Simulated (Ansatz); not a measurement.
The Si1–Ge2 bond of GeH6Si (SMILES [SiH3][GeH3]) is stretched (multiplicity 1, the rest rigid).
Geometry at rest (charge 0, multiplicity 1):
```csv
atom,x (Å),y (Å),z (Å)
Si,-1.6041,-0.1283,0.0205
Ge,0.7760,0.0621,-0.0099
H,-2.1772,0.8180,1.0069
H,-1.9990,-1.5073,0.3935
H,-2.1562,0.1829,-1.3193
H,1.2041,1.4898,-0.3959
H,1.3883,-0.9150,-1.0303
H,1.3666,-0.2582,1.3754
```

Correlated levels freeze the cores. Filled d and f shells under p-block atoms count as core.

The values were computed with Ansatz (a program for electronic structure) with Gaussian orbitals. 

FIC-MRCISD+Q on CASSCF(2,2)/def2-TZVPP, total energies (hartree):

| R (Å) | CASSCF | MRCISD | weight c² of the reference |
|---|---|---|---|
| 2.388 | -2367.801089 | -2368.071338 | 0.88501 |
| 4.179 | -2367.712864 | -2367.969060 | 0.88632 |
| 7.641 | -2367.701994 | -2367.956537 | 0.88718 |

Add the Davidson correction (E_MRCISD − E_CASSCF)(1 − c²)/c² and give the energies above the first point at the three levels.


Corrections (hartree): -0.035114, -0.032861, -0.032370. Above the first point (kcal/mol):
- R = 4.179 Å: CASSCF 55.4, MRCISD 64.2, with the correction 65.6
- R = 7.641 Å: CASSCF 62.2, MRCISD 72.0, with the correction 73.8
